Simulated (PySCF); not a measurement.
InH3: adding exact exchange

Base calculation in PySCF with density fitting and no spin–orbit coupling, PBE/def2-TZVP (scalar-relativistic core potentials): singlet, D3h, In–H 1.737 Å (×3); wavenumbers 577 (×2), 604, 1750, 1755 (×2) cm⁻¹; gap between the highest occupied and lowest empty levels 4.34 eV, polar-tensor charge of In 0.98 e, atomisation energy (no zero-point energy) 696 kJ/mol.

Problem. What changes on going to PBE0/def2-TZVP (scalar-relativistic core potentials)?

Solution. The point group stays the same. Changes: mean bond to In -0.013 Å, highest wavenumber +71 cm⁻¹, lowest wavenumber +27 cm⁻¹, gap between the highest occupied and lowest empty levels +1.94 eV, polar-tensor charge of In +0.04 e, atomisation energy (no zero-point energy) +8 kJ/mol. The new structure has In–H 1.724 Å (×3), with wavenumbers 604 (×2), 624, 1818 (×2), 1826 cm⁻¹. Exact exchange shortens and stiffens the bonds and opens the gap, the usual pattern.

The structures come from searches over a few start shapes, so lower isomers are not excluded.
